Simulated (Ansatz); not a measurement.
Geometry optimisation, RKS PBE0-D4/STO-3G (Ansatz).

Input file:

```yaml
crystal:
  periodic: [false, false, false]
  atoms:
    - { symbol: O, position_ang: [-0.7419, -0.0005, 2.1187] }
    - { symbol: Si, position_ang: [0.4691, -0.305, 1.0847] }
    - { symbol: "N", position_ang: [-0.1868, -1.1232, -0.1637] }
    - { symbol: C, position_ang: [-0.4498, -0.0825, -1.0305] }
    - { symbol: S, position_ang: [-2.00253, 0.64089, -1.0149] }
    - { symbol: H, position_ang: [-1.6055, -0.4071, 1.8629] }
    - { symbol: H, position_ang: [1.3977, 0.8597, 0.9068] }
    - { symbol: H, position_ang: [0.5637, -1.7122, -0.6138] }
    - { symbol: H, position_ang: [0.14403, -0.09022, -2.01558] }
    - { symbol: H, position_ang: [-2.44231, 0.05467, -2.17222] }
basis:
  gaussian: { orbitals: STO-3G }
hamiltonian:
  xc: pbe0
  dispersion: d4
relax:
  f_tol: 0.015
  max_steps: 40
```

Launched with:

```bash
$ ansatz run input.yaml --threads 1 --pin off --max-ram 2048MiB --backend cpu --events-out ev --progress --plain --runs-dir out
```

**Question.** Where does it end, and by what steps?

**Answer.** The run converged. Limits of this set-up: minimal basis. After 15 steps the energy has fallen by 3.315 eV; H7 moved furthest, 0.59 Å.

```csv
step,energy less start (eV),largest force component (eV/Å),accepted
0,0.0000,6.550,yes
1,-1.2107,2.496,yes
2,-1.6136,1.839,yes
3,-1.7862,0.948,yes
4,-1.9920,1.328,yes
5,-2.3810,1.586,yes
6,-2.7675,1.437,yes
7,-3.0513,2.083,yes
8,-3.1359,1.206,yes
9,-3.2344,0.934,yes
10,-3.3034,0.332,yes
11,-3.3053,0.257,yes
12,-3.3138,0.075,yes
13,-3.3145,0.059,yes
14,-3.3149,0.034,yes
15,-3.3150,0.009,yes
```

```xyz
10
Properties=species:S:1:pos:R:3
O -0.653 0.159 2.212
Si 0.256 -0.032 0.794
N -0.246 -1.359 -0.295
C -0.470 0.079 -0.875
S -2.189 0.540 -1.136
H -1.579 -0.163 1.945
H 1.632 0.328 1.035
H 0.597 -1.747 -0.811
H 0.185 0.329 -1.723
H -2.387 -0.299 -2.185
```

Whether the end is a true minimum wasn't checked by a vibrational analysis.

Time of the run: 54 s on 1 thread of Arm Neoverse V1, on a shared host, peak memory 0.17 GiB.
